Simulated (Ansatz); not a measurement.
The cluster Li₅Al₅⁺. Total charge 1; doublet. Geometry PBE0-D4/def2-SVP; atoms count from 1.

```xyz
10

Li    0.8551    1.7199   -0.8822
Li    3.0509   -1.9325   -0.3417
Li   -2.3314   -1.9410   -1.9634
Li    2.3425    1.1963    2.6301
Li   -2.9473    1.3443    1.7494
Al   -0.2730    1.2238    2.1354
Al   -1.2510    0.0147    0.0273
Al    0.4287   -1.3608   -1.4850
Al   -0.9804    0.3073   -2.7918
Al    1.1058   -0.5720    0.9218
```

The charge 1 doublet is spin-contaminated (final ⟨S²⟩ up to 1.01, 0.75 for a pure state). Another isomer (doublet) lies 1.58 eV lower at PBE0-D4/def2-TZVP; other spin states weren't run for this one.

(1) Estimate the Mulliken populations from the PBE0/def2-TZVP orbitals of Ansatz.

(2) Where does the spin sit?

(3) And the Mayer bond orders between heavy atoms (over 0.3)?

## Answers

(1) 
```tsv
atom	charge (e)	spin (α − β)
Li1	0.63	0.06
Li2	0.67	0.00
Li3	0.65	0.06
Li4	0.65	0.06
Li5	0.69	-0.01
Al6	-0.43	0.08
Al7	-0.70	-0.01
Al8	-0.32	0.04
Al9	-0.15	0.65
Al10	-0.69	0.08
```
Mulliken values depend strongly on the basis.

(2) Summed by element: Li 0.16, Al 0.84, of 1 unpaired in all. Largest on single atoms: Al9 0.65, Al6 0.08, Al10 0.08.

(3) Al6–Al7 0.62 (2.62 Å); Al6–Al10 0.72 (2.57 Å); Al7–Al8 0.51 (2.65 Å); Al7–Al9 0.52 (2.85 Å); Al7–Al10 0.69 (2.59 Å); Al8–Al9 0.84 (2.54 Å); Al8–Al10 0.62 (2.62 Å).
